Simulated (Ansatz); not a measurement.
Species: C5H3O2, charge 0, multiplicity 2. It need not be the lowest isomer of its formula. SMILES: O=Cc1[c]cco1
Structure (B3LYP-D3(BJ)/def2-TZVP (Ansatz, an electronic-structure program) minimum search):
```
C
C 1 1.3586
O 1 1.3859 2 106.79
C 3 1.3497 1 107.39 2 0.00
C 4 1.3676 3 111.70 1 0.00
H 5 1.0758 4 127.12 3 180.00
H 4 1.0767 3 116.00 1 -180.00
C 1 1.4502 2 135.90 5 180.00
O 8 1.2098 1 124.06 2 0.00
H 8 1.1072 9 122.05 1 -180.00
```
Charge 0, spin multiplicity 2.

Quantity: atomisation energy (electronic, to ground-state atoms), in kcal/mol. Correlated levels leave the core frozen unless marked. UHF or UKS for open shells. Spin-orbit coupling is left out. No relativistic terms. The coupled-cluster limit lacks core correlation, which all-electron functionals hold. CBS marks a two-point X^-3 extrapolation of the correlation energy; Hartree-Fock from the larger set. [CCSD(T)-MP2]/basis is that difference in the basis named.

The UHF reference is spin-contaminated (<S^2> 0.59 over the pure value in the largest basis). 

```json
[
 {"level": "SVWN5/def2-TZVPD", "program": "Ansatz", "atomisation energy (kcal/mol)": "1353.6"},
 {"level": "PBE/def2-TZVPD", "program": "Ansatz", "atomisation energy (kcal/mol)": "1190.5"},
 {"level": "PBE-D3(BJ)/def2-TZVPD", "program": "Ansatz + dftd3", "atomisation energy (kcal/mol)": "1195.7"},
 {"level": "PBE-D4/def2-TZVPD", "program": "Ansatz + dftd4", "atomisation energy (kcal/mol)": "1195.9"},
 {"level": "BLYP/def2-TZVPD", "program": "Ansatz", "atomisation energy (kcal/mol)": "1133.4"},
 {"level": "r2SCAN/def2-TZVPD", "program": "Ansatz", "atomisation energy (kcal/mol)": "1146.5"},
 {"level": "PBE0/def2-TZVP", "program": "Ansatz", "atomisation energy (kcal/mol)": "1148.7"},
 {"level": "BHLYP/def2-TZVPD", "program": "Ansatz", "atomisation energy (kcal/mol)": "1067.1"},
 {"level": "r2SCANh/def2-TZVPD", "program": "Ansatz", "atomisation energy (kcal/mol)": "1132.6"},
 {"level": "CAM-B3LYP-D3(BJ)/def2-TZVPD", "program": "Ansatz + dftd3", "atomisation energy (kcal/mol)": "(withheld)"},
 {"level": "wB97X-V/def2-TZVPD", "program": "Ansatz", "atomisation energy (kcal/mol)": "1130.5"},
 {"level": "B2PLYP/def2-TZVPD", "program": "Ansatz", "atomisation energy (kcal/mol)": "1121.1"},
 {"level": "RI-MP2/CBS(cc-pVTZ,cc-pVQZ)+[CCSD(T)-MP2]/cc-pVTZ", "program": "Ansatz", "atomisation energy (kcal/mol)": "(withheld)"}
]
```

**Question.** What belongs in the gaps?

**Answer.** 
- CAM-B3LYP-D3(BJ)/def2-TZVPD, atomisation energy (kcal/mol): 1134.5
- RI-MP2/CBS(cc-pVTZ,cc-pVQZ)+[CCSD(T)-MP2]/cc-pVTZ, atomisation energy (kcal/mol): 1123.5
